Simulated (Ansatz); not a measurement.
Ansatz (an electronic-structure program) input for Zn(OH) (HOZn), SMILES [Zn][OH] (connectivity only; charge and spin as stated), neutral, multiplicity 2, ωB97X-V/def2-TZVPD. Geometry: PBE0-D3(BJ)/def2-TZVP. The multiplicity is an assumed one; other spin states were not compared. The isomer is the one that the SMILES or the coordinates give; other isomers of the formula were not compared.

Ansatz 0.2 input:
```yaml
crystal:
  periodic: [false, false, false]
  atoms:
    - {symbol: Zn, position_ang: [-0.00599896, -0.43123521, 0.00000000]}
    - {symbol: O, position_ang: [0.11472123, 1.38814044, 0.00000000]}
    - {symbol: H, position_ang: [-0.73780118, 1.83193290, 0.00000000]}
basis:
  gaussian:
    orbitals: def2-TZVPD
hamiltonian:
  xc: {name: wB97X-V}
magnetization: {spin_polarized: true, initial_magnetization: 1}
```

Output:

```
WARN ansatz: RAYON_NUM_THREADS=1 ignored (pool sized by the plan → 1); use --threads N
Functional definition: wB97X-V
integrals: 0.04 GiB planned
757 factors; their error is unknown
integrals: 0.07 GiB planned
171 factors; integrals over basis functions are off by at most 3.5e-5 eV
mean field: 0.56 GiB planned
mean field evaluation 1: about -50472.0224 eV, gradient 4.1e1 eV
mean field evaluation 2: about -50462.1742 eV, gradient 6.9e1 eV
mean field evaluation 4: about -50477.8962 eV, gradient 1.8e0 eV
mean field evaluation 8: about -50477.9214 eV, gradient 1.2e-1 eV
mean field evaluation 16: about -50477.9800 eV, gradient 2.2e-3 eV
mean field -50477.98003396 eV, -1855.0315510444 hartree, gradient 5.3e-5 eV, S^2 0.753613; 0 other end points of the search recorded, 0 dependent functions left out
reference -50477.98003359 eV, -1855.0315510307 hartree; 20, 19 occupied and 80, 81 virtual orbitals, 757 factors
Total energy: -50477.98003359 eV, -1855.0315510307 hartree
```

The calculation finished and met its thresholds.
